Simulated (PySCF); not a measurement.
Gas-phase equilibrium of 1 mol TiCl4, 6.5 mol O2 at 1000 K and 0.00100 bar, among 9 species (ClO, O2, O, TiCl4, O3, TiOCl2, Cl, Cl2, TiO2). Only gases are allowed; each row takes one source of thermochemistry for all species, and Cantera finds the minimum.

Energies from PySCF (xtb for GFN2), thermal terms from the rigid-rotor harmonic-oscillator model, ideal gas at 1 bar. The comparison is the NASA 1993 polynomial table, which mixes measured and estimated data. After a fit of one offset per element over all species, the range-separated, M06-2X, PBE0/def2-QZVP and CCSD(T)/def2-TZVPP enthalpies, where run, lie to one side of the table for O3 (+19 kJ/mol), TiOCl2 (-50 kJ/mol): a fault of the table's entry, another state or a shared error of the levels is possible; this was not checked at source. S°(298 K) at PBE0/def2-TZVP differs from the NASA 1993 table for TiOCl2 (+10 J/mol/K); whether the harmonic model or the table's entry is off was not settled. † marks an energy on the PBE0/def2-TZVP geometry and frequencies; other levels use their own. Open shells (unrestricted) among the columns below: ClO (multiplicity 2, electronic degeneracy 4), O2 (multiplicity 3), Cl (multiplicity 2, electronic degeneracy 6); the rest are closed-shell singlets. GFN2 has no spin-polarisation term. Spin-orbit splitting is ignored; it lowers the true energy and changes the entropy of ClO, Cl. The harmonic model lacks anharmonicity and excited electronic states, which grow with temperature; levels with a mode under 35 cm⁻¹ are left out. Strong static correlation: O3. Soft modes under 120 cm⁻¹ make the harmonic entropy rough for TiCl4, TiOCl2. The table's entry may be an old estimate for ClO, TiOCl2 (not checked at source). Warning, point group unlike the PBE0 one: TiOCl2 (GFN2-xTB).

Molecules larger than those listed are left out. Table species left out: Ti, TiCl, TiCl2, TiCl3, TiO, TiOCl.

With table thermochemistry: O2 0.87, O3 <1e-12, TiCl4 0.13, TiOCl2 0.00073, Cl2 0.00058, Cl 0.00030, ClO 5.4e-7.

**Question.** How far does the composition move with the other sources (GFN2-xTB, M06-2X/def2-TZVP†, PBE/def2-TZVP†, PBE0/def2-QZVP†)?

**Answer.** 
| thermochemistry | x O2 | x O3 | x TiCl4 | x TiOCl2 | x Cl2 | x Cl | x ClO |
|---|---|---|---|---|---|---|---|
| table | 0.87 | <1e-12 | 0.13 | 0.00073 | 0.00058 | 0.00030 | 5.4e-7 |
| GFN2-xTB | 0.00088 | 0.80 | 0.17 | 0.014 | 0.014 | 5.7e-5 | 7.5e-5 |
| M06-2X/def2-TZVP† | 0.86 | <1e-12 | 0.13 | 0.0057 | 0.0053 | 0.00085 | 5.6e-7 |
| PBE/def2-TZVP† | 0.86 | <1e-12 | 0.12 | 0.0083 | 0.0082 | 0.00024 | 3.1e-6 |
| PBE0/def2-QZVP† | 0.86 | <1e-12 | 0.13 | 0.0072 | 0.0068 | 0.00086 | 1.8e-6 |
The most sensitive of these is O3: it spans a factor of 10^11.9 over these rows; at this temperature one factor of ten is RT ln 10 = 19 kJ/mol.
